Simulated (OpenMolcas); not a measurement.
# Ionisation energies of calcium

```
Program             : OpenMolcas 26.06
Basis               : ANO-RCC [10s9p6d4f2g]
Scalar Hamiltonian  : DKH2, point nucleus
Spin-orbit coupling : state interaction with AMFI integrals over the reference wave functions, term energies averaged over their components
```

Active shells in each charge state: the valence s, p, d shells, with orbitals averaged over the low states. Where CASPT2's correlated closed shells are named, they are those of the first ion.

A. CASSCF
B. SS-CASPT2, IPEA 0.25 Eh, imaginary shift 0.1 Eh (closed shells correlated: 3s 3p)
C. SS-CASPT2, IPEA 0.25 Eh, imaginary shift 0.1 Eh (closed shells correlated: 2s 2p 3s 3p)
D. SS-CASPT2, IPEA 0 Eh, imaginary shift 0.1 Eh (closed shells correlated: 3s 3p)
E. SS-CASPT2, IPEA 0.25 Eh, imaginary shift 0.1 Eh (closed shells correlated: none)

Energies in eV between the lowest computed levels, named as in B; reference values from the NIST Atomic Spectra Database with their kind.

```json
{"From": "Ca 4s2 1S0", "To": "Ca+ 4s 2S 1/2", "A": "5.922", "B": "6.053", "C": "6.057", "D": "6.037", "E": "5.978", "Spin-orbit share in B": "+0.000", "Reference": "6.113 (measured)"}
{"From": "Ca+ 4s 2S 1/2", "To": "Ca2+ 3p6 1S0", "A": "11.271", "B": "11.790", "C": "11.793", "D": "11.831", "E": "11.271", "Spin-orbit share in B": "+0.000", "Reference": "11.872 (measured)"}
```

Error against the reference values, in %:

```tsv
From	Reference	A	B	C	D	E
Ca	measured	-3.1	-1.0	-0.9	-1.2	-2.2
Ca+	measured	-5.1	-0.7	-0.7	-0.3	-5.1
```

Mean absolute error over the 2 measured values: A 0.40 eV, B 0.07 eV, C 0.07 eV, D 0.06 eV, E 0.37 eV.

The lowest level within the active space need not be the ion's true ground level.
